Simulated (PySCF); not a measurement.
Molecule: SMILES CCNCC1CC1, C₆H₁₃N.

Geometry (Å), atoms numbered from 1 in this order:
```xyz
20

C     3.1786    0.3548    0.5586
C     1.9798   -0.5792    0.4778
N     0.8154    0.1369   -0.0045
C    -0.3875   -0.6737   -0.0473
C    -1.5564    0.1648   -0.5025
C    -2.3361    0.9603    0.5013
C    -2.9551   -0.2385   -0.1517
H     3.0118    1.1278    1.3061
H     3.3351    0.8337   -0.4039
H     4.0732   -0.2005    0.8279
H     1.8046   -1.0479    1.4654
H     2.1859   -1.3845   -0.2354
H     0.6486    0.9505    0.5824
H    -0.2108   -1.4861   -0.7622
H    -0.6192   -1.1355    0.9313
H    -1.3953    0.6184   -1.4720
H    -2.0601    0.8792    1.5425
H    -2.6907    1.9413    0.2237
H    -3.0916   -1.1269    0.4463
H    -3.7352   -0.0842   -0.8810
```

Frames of a GFN2-xTB Langevin trajectory at 300 K; GIAO PBE0/pcSseg-1 shieldings in PySCF, gas phase, non-relativistic; equivalent atoms averaged within each frame.

Shifts are taken against calculated references (same method and geometry level): TMS for 13C (σref 186.93), 1H (σref 31.72); 15N (σref 267.73) against NH3. The references are static minima.

Q: How do the shifts (ppm) fluctuate along the trajectory?

A: 
```tsv
time (fs)	C4	C2	C1	C5	C6/C7	N3	H14/H15	H11/H12	H8/H9/H10	H16
optimised geometry	61.6	49.9	18.1	14.9	4.5	69.8	2.55	2.72	1.23	1.12
250	62.9	51.3	16.8	15.5	3.6	62.5	3.23	2.71	1.05	0.98
425	71.9	49.6	23.5	14.1	6.3	79.1	3.91	2.93	1.97	0.35
625	57.1	48.7	20.6	6.8	6.5	54.4	2.18	3.26	1.34	-0.03
800	59.3	44.2	22.9	17.1	5.4	66.7	2.90	2.10	1.58	1.55
1000	59.9	47.9	16.0	17.9	7.6	56.9	1.50	3.03	1.16	1.38
mean of frames	62.2	48.3	20.0	14.3	5.9	63.9	2.74	2.81	1.42	0.85
standard deviation	5.8	2.6	3.4	4.4	1.5	9.7	0.93	0.44	0.37	0.67
```

5 frames give an uncertainty of the mean of about the standard deviation over 2.2 at best, since frames this close in time may not be independent; classical motion lacks zero-point vibration, and the reference would need the same averaging.
